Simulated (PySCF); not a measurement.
C7H16S, SMILES CSCCC(C)(C)C (GFN2-xTB optimised geometry):

```
24

C      2.506     1.187     0.164
S      2.038     0.083    -1.198
C      0.225     0.289    -1.180
C     -0.422    -0.419     0.000
C     -1.963    -0.419     0.000
C     -2.508     1.011     0.000
C     -2.510    -1.177    -1.211
C     -2.427    -1.128     1.277
H      3.590     1.235     0.165
H      2.156     0.785     1.110
H      2.090     2.175    -0.013
H      0.024     1.359    -1.181
H     -0.100    -0.141    -2.126
H     -0.073    -1.454     0.009
H     -0.081     0.052     0.925
H     -3.590     0.998     0.114
H     -2.275     1.519    -0.932
H     -2.086     1.584     0.823
H     -3.590    -1.273    -1.135
H     -2.081    -2.175    -1.264
H     -2.285    -0.655    -2.138
H     -2.066    -0.605     2.161
H     -3.513    -1.161     1.321
H     -2.052    -2.148     1.307
```

Calculation: PySCF 2.14.0 with CAM-B3LYP/def2-SVP.

Q: What are the frontier orbital energies and the dipole moment?

A: HOMO-2 -10.33 eV, HOMO-1 -9.59 eV, HOMO -7.35 eV, LUMO 2.30 eV, LUMO+1 2.73 eV; dipole moment 1.56 D.

Meta-Löwdin charges at CAM-B3LYP/def2-SVP: C1 -0.34, S2 0.00, C3 -0.21, C4 -0.16, C5 0.08, C6 -0.29, C7 -0.29, C8 -0.29, H9 0.12, H10 0.11, H11 0.11, H12 0.10, H13 0.11, H14 0.09, H15 0.08, H16 0.09, H17 0.09, H18 0.09, H19 0.09, H20 0.09, H21 0.09, H22 0.09, H23 0.09, H24 0.09.
